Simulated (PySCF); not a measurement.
Bi(H)3, SMILES [BiH3] (H₃Bi), singlet at its PBE0/def2-SVP optimised geometry (Å):

```
4

Bi    -0.8952    -0.8978     0.0000
H     -0.9004    -0.9030    -1.7956
H      0.9004    -0.8978     0.0000
H     -0.9004     0.8978     0.0000
```

Method: PBE0/def2-TZVP, def2 effective core potentials past Kr run with PySCF. The core electrons that the potentials of Bi replace are not part of the density.

Map of the electron localisation function on the plane z = 1.5 Å:

```
|                             |
|                             |
|                             |
|                             |
|                             |
|        ....                 |
|       .:---:.               |
|      .:-===-:.              |
|      .:==+=-:.              |
|      .:-===-:.              |
|      .::---:.               |
|     ...::::..               |
|    ....:::...               |
|   ..:::::::..               |
|  .::------::..    ...       |
| .:-=+++++==-:.....:::.      |
|.:=+**###**+=-:...:---:      |
|.-+*#%%%%##*+=::.:-===-.     |
|:=*#%%@%%%##*=-:::-=+=-.     |
|-+#%@@@@@%%#*+-:::-===-.     |
|-*%@@@@@@@%%#+-::::---:.     |
|-*%@@@@@@@%%#+-::.::::.      |
|:+#@@@@@@@@%#+-:......       |
|.=#%@@@@@@%%*+-:..           |
| :+#%@@@@@%#*=:..            |
| .-*#%@@@%#*+-:.             |
|  .-+##%%#*+=:.              |
|   .:=+**++-:.               |
|     .:---:..                |
```
Scale: ten equal steps from 0.000 (start of ' ') to 0.836 (end of '@'), in the order ' .:-=+*#%@'; x runs from -3.00 to 3.00, y from -3.00 (bottom) to 3.00 (top).
